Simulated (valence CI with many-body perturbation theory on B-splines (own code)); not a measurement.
Pr⁵¹⁺: key properties

Level of theory: valence CI with perturbative core correlation (CI+MBPT): six valence electrons over a frozen Dirac-Fock core [He], a basis of 9 s, 9 p, 8 d, 6 f, 3 g, 1 h functions for each j, with the one-electron correlation potential Σ1 (screened to all orders), the two-electron term Σ2, the three-electron term Σ3, Breit, model QED; selected single and double excitations, second order for the rest, scaled by the run's own slope (own B-spline code, finite nucleus).

No measured spectrum was set against this ion. As an estimate, large intervals hold to a few tenths of a per cent, small ones and those within an open d or f shell to about a per cent. Among the levels kept, up to 2400 cm⁻¹ of a level comes from second order outside the variational space, and about a tenth of that is noise between levels of different J, which matters for small intervals.

Levels are named by their leading jj configuration (3d3/2^4 stands for four electrons in 3d with j = 3/2), which in mixed levels can hold well under half, so a name can repeat and another be missing.

Rates and lifetimes use the calculated energies. Strong lines usually hold to 10 to 20 %, long lifetimes can be off by a factor of two.

What is the ground level?

(2s^2 2p1/2^2 2p3/2^2) J=2, composition 70 % 2s²2p⁴ ³P + 30 % 2s²2p⁴ ¹D, g = 1.326.

What are the static dipole polarisabilities of the lowest levels?

(2s^2 2p1/2^2 2p3/2^2) J=2 0.000199 (tensor 8.5e-06); (2s^2 2p1/2^2 2p3/2^2) J=0 0.000189 bohr³, of which the core gives 6.21e-07.

How well does LS coupling describe the low levels?

Among the lowest 20 levels the leading LS term, summed over configurations, holds 59 % on average. For single configurations the figures are 59 % in LS and 99 % in jj coupling. Terms mix most in the J = 2 level at 402.44 Ry, where the leading one holds 25 %.

Among levels below 459.02 Ry, which E1 lines absorb most strongly from the ground level?

to (2s^2 2p1/2^2 2p3/2 3d5/2) J=3 at 0.2149 nm, f = 0.828; to (2s^2 2p1/2 2p3/2^2 3d3/2) J=2 at 0.1990 nm, f = 0.277; to (2s^2 2p1/2^2 2p3/2 3d5/2) J=2 at 0.2154 nm, f = 0.270.

What is the ionisation energy?

9913.7 eV; NIST lists 9913 ± 4 eV (theoretical).

Where does the other parity begin?

At (2s 2p1/2^2 2p3/2^3) J=2, 58.16 Ry.

Name the longest-lived excited levels whose lifetime is computed, and their main decay.

(2s^2 2p1/2^2 2p3/2^2) J=0 at 3.19 Ry lives 24.3 ms, mostly by E2 to (2s^2 2p1/2^2 2p3/2^2) J=2; (2s^2 2p1/2 2p3/2^3) J=2 at 37.90 Ry lives 1.65 ns, mostly by M1 to (2s^2 2p1/2^2 2p3/2^2) J=2; (2s^2 2p1/2 2p3/2^3) J=1 at 36.61 Ry lives 762 ps, mostly by M1 to (2s^2 2p1/2^2 2p3/2^2) J=2.
